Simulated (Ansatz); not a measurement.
Ideal-gas functions of BrGaH$_{2}$O$_{2}$ (`[OH][Ga]([OH])[Br]`) at 600 K and 1 bar, from an Ansatz frequency run at PBE0-D4/def2-TZVP.

Molar mass 183.64 g/mol, point group Cs (symmetry number 1), electronic degeneracy 1, moments of inertia 81.783, 316.678, 398.461 u Å². Harmonic wavenumbers (cm⁻¹, unscaled): 126, 169, 172, 310, 337, 361, 695, 740, 849, 877, 3884, 3899.

Use S(trans) = R[1.5 ln M + 2.5 ln T − 1.1517]; rotational temperatures θ = 24.2544 K / I; S(rot) = R[ln(√π/σ · √(T³/θAθBθC)) + 1.5]; for each mode x = 1.438777 ν̃/T, S = R[x/(eˣ − 1) − ln(1 − e⁻ˣ)] and H = RT x/(eˣ − 1); 1 cm⁻¹ = 0.0119627 kJ/mol; R = 8.31446 J/(mol·K).

Q: By hand: the entropy, in J/(mol·K).

A: Translation 188.4. Rotation: θ = 0.2966, 0.0766, 0.0609 K, giving 124.4. Vibration, mode by mode: 18.30, 15.88, 15.74, 10.97, 10.31, 9.77, 4.97, 4.56, 3.71, 3.51, 0.01, 0.01, in all 97.7. Electronic 0.0. Sum 410.5 J/(mol·K).

Q: By hand: H − E and G − E in kJ/mol, counted from the electronic energy.

A: Zero-point energy ½ × 12419 × 0.0119627 = 74.3; thermal vibration 28.8; translation, rotation and pV give 4 RT = 20.0. H − E = 123.1 kJ/mol, and G − E = 123.1 − 600 × 410.5/1000 = -123.2 kJ/mol.

Vibration gives 24 % of the entropy, 18.3 J/(mol·K) of it from the mode under 150 cm⁻¹: soft modes count most, and the harmonic formula is weakest for them. The sum counts one conformer and one mirror image; others add a mixing term.
